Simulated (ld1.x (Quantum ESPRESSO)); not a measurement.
**How hard is this hydrogen PAW potential?**

* Element: hydrogen (H)
* Generator: ld1.x (Quantum ESPRESSO) 7.5
* Type: PAW
* Functional: LDA (PZ)
* Relativity: scalar-relativistic
* Frozen core: none
* Valence charge: 1
* Reference configuration: 1s1
* Partial waves: 1s (bound): rcut 1.05, rcutus 1.45 bohr; 1s channel at 3.9 Ry: rcut 1.05, rcutus 1.45 bohr; 2p channel at 0.35 Ry: rcut 1.35, rcutus 1.60 bohr; 2p channel at 0.95 Ry: rcut 1.35, rcutus 1.60 bohr
* Local potential: all-electron potential smoothed inside 1.55 bohr (lloc = -1)
* Core correction: none
* Augmentation charge: BESSEL, radius 1.05 bohr

The pseudo-atom Hamiltonian at the reference potential is diagonalised in spherical Bessel functions j_l(qr) that vanish at 20 bohr, with q² up to the cutoff. All-electron valence levels (Ry): 1s -0.4673.

Problem. How do the lowest levels (Ry) of each channel move with the cutoff, and are there ghosts?

Solution.

| cutoff (Ry) | s #1 | p #1 | d #1 | f #1 | Σ f·Δε (mRy) |
| --- | --- | --- | --- | --- | --- |
| 8 | -0.4541 | 0.0306 | 0.0775 | 0.1194 | 13.2 |
| 10 | -0.4602 | 0.0306 | 0.0775 | 0.1194 | 7.2 |
| 12 | -0.4636 | 0.0305 | 0.0775 | 0.1194 | 3.7 |
| 15 | -0.4656 | 0.0305 | 0.0775 | 0.1194 | 1.8 |
| 18 | -0.4668 | 0.0305 | 0.0775 | 0.1194 | 0.5 |
| 21 | -0.4672 | 0.0305 | 0.0775 | 0.1194 | 0.2 |
| 25 | -0.4673 | 0.0305 | 0.0775 | 0.1194 | 0.1 |
| 400 | -0.4673 | 0.0305 | 0.0775 | 0.1194 | 0.0 |

Result: no extra level below or beside the all-electron valence levels (s, p, d, f tested); 10 mRy is reached at 10 Ry and 1 mRy at 18 Ry.
